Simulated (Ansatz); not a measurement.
Species: 2,3-dihydro-1,4-diselenine, C₄H₆Se₂ (charge 0, singlet). 
Geometry from a B3LYP-D3(BJ)/def2-TZVP (Ansatz, a quantum-chemistry and plane-wave program) optimisation:
```
C
H 1 1.0870
H 1 1.0909 2 108.69
C 1 1.5170 2 111.49 3 122.09
H 4 1.0870 1 111.49 2 173.85
H 4 1.0909 5 108.69 1 -122.09
Se 4 1.9687 5 108.52 6 -112.11
C 7 1.9018 4 99.72 5 -75.82
C 8 1.3295 7 129.52 4 -11.17
H 9 1.0833 8 119.28 7 178.10
H 8 1.0833 9 119.28 10 -1.29
Se 9 1.9018 10 111.20 8 -179.49
```

Quantity: vertical ionisation energy (to the doublet state of charge +1; each state is the SCF solution reached for its spin; for the doublet the Hartree-Fock reference is unstable and T1 is 0.019), in eV. Cores are frozen in the correlated levels unless marked. UHF or UKS for open shells. Spin-orbit coupling is left out. Frozen are the shells of the preceding noble gas and the d and f shells that filled before the atom's block. Non-relativistic. 

```
level                program  vertical ionisation energy (eV)
-------------------  -------  -------------------------------
HF/aug-cc-pVQZ        Ansatz                             6.99
RI-HF/aug-cc-pVTZ     Ansatz                             6.99
SVWN5/def2-TZVPD      Ansatz                             7.44
PBE/def2-TZVPD        Ansatz                             7.25
B3LYP/def2-TZVPD      Ansatz                             7.43
PBE0/def2-TZVPD       Ansatz                             7.46
BHLYP/def2-TZVPD      Ansatz                             7.52
wB97M-V/def2-TZVPD    Ansatz                             7.66
wB97X-V/def2-TZVPD    Ansatz                             7.69
RI-MP2/aug-cc-pVTZ    Ansatz                             8.00
RI-MP2/aug-cc-pVQZ    Ansatz                             8.07
CCSD/aug-cc-pVDZ      Ansatz                             7.56
CCSD/aug-cc-pVTZ      Ansatz                             7.70
CCSD(T)/aug-cc-pVDZ   Ansatz                             7.52
```
